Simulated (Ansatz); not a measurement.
`FC[SiH2]O[SiH3]` at its PBE0-D4/def2-TZVP geometry, where that method's forces vanish. Total charge 0; spin multiplicity 1.

```csv
atom,x (Å),y (Å),z (Å)
F1,-1.7711,-0.7012,-0.9060
C2,-1.8441,0.0893,0.2414
Si3,-0.2965,1.1628,0.3588
O4,1.0306,0.2163,0.4151
Si5,1.8535,-0.9625,-0.3732
H6,-2.7547,0.6965,0.1832
H7,-1.9417,-0.5777,1.1049
H8,-0.2350,2.0585,-0.8247
H9,-0.3715,1.9621,1.6082
H10,1.2234,-2.2817,-0.1150
H11,1.8626,-0.6952,-1.8346
H12,3.2445,-0.9673,0.1418
```

(1) For each bond, give half the difference of the two atoms' forces along it (eV/Å; positive pushes the atoms apart) under PBE-D4, r2SCAN-D4, B3LYP-D4, ωB97M-V in def2-TZVPP. (Estimate.)

Results:

(1) Computed: 
| bond | length (Å) | PBE-D4 | r2SCAN-D4 | B3LYP-D4 | ωB97M-V |
| --- | --- | --- | --- | --- | --- |
| F1–C2 | 1.395 | 0.51 | 0.39 | 0.44 | 0.33 |
| C2–Si3 | 1.887 | -0.13 | -0.07 | 0.03 | -0.03 |
| C2–H6 | 1.096 | 0.08 | -0.06 | -0.12 | -0.11 |
| C2–H7 | 1.096 | 0.09 | -0.05 | -0.12 | -0.11 |
| Si3–O4 | 1.631 | 0.24 | 0.04 | 0.08 | 0.12 |
| Si3–H8 | 1.486 | 0.03 | -0.03 | -0.11 | -0.15 |
| Si3–H9 | 1.485 | 0.02 | -0.03 | -0.13 | -0.16 |
| O4–Si5 | 1.640 | 0.19 | 0.02 | 0.12 | 0.16 |
| Si5–H10 | 1.484 | 0.03 | -0.02 | -0.08 | -0.14 |
| Si5–H11 | 1.486 | 0.02 | -0.02 | -0.08 | -0.13 |
| Si5–H12 | 1.483 | 0.04 | -0.03 | -0.10 | -0.15 |

B3LYP here is the variant with VWN-RPA as its local correlation; programs differ in this.
